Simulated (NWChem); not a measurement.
System: Si2H4OClF; SMILES [SiH2](O[SiH2]Cl)F

```xyz
9

Si    -0.0061    -1.7968    -0.5105
F     -0.8744    -2.1844     0.7992
O      0.8893    -0.4550    -0.1747
Si     0.9064     1.1088     0.3494
Cl    -0.8752     2.0232    -0.1539
H     -0.9554    -1.5244    -1.6167
H      0.9297    -2.9096    -0.7933
H      2.0095     1.8203    -0.3400
H      1.0437     1.1498     1.8263
```
Atoms are numbered in this order, from 1.

Results from NWChem. The geometry was optimised at PBE0/def2-SVP. B3LYP is NWChem's, with the RPA form of VWN correlation. Total energies of different functionals are on different scales.

| level | energy (Ha) | highest occupied level (eV) | orbital gap (eV) | dipole (D) | relative time |
|---|---|---|---|---|---|
| PBE/def2-TZVP | -1216.3060 | -7.65 | 6.82 | 1.43 | 1 |
| B3LYP/def2-TZVP | -1217.0419 | -8.80 | 8.67 | 1.54 | 1 |
| CAM-B3LYP/def2-TZVP | -1216.9687 | -10.42 | 11.51 | 1.59 | 10 |
| BLYP/def2-TZVP | -1216.9480 | -7.53 | 6.87 | 1.44 | 1 |
| PBE0/def2-TZVP | -1216.4047 | -9.03 | 9.10 | 1.55 | 1 |
| PW6B95/def2-TZVP | -1218.0437 | -9.13 | 9.20 | 1.55 | 1 |

The last column is a rough cost ratio, cheapest run = 1.
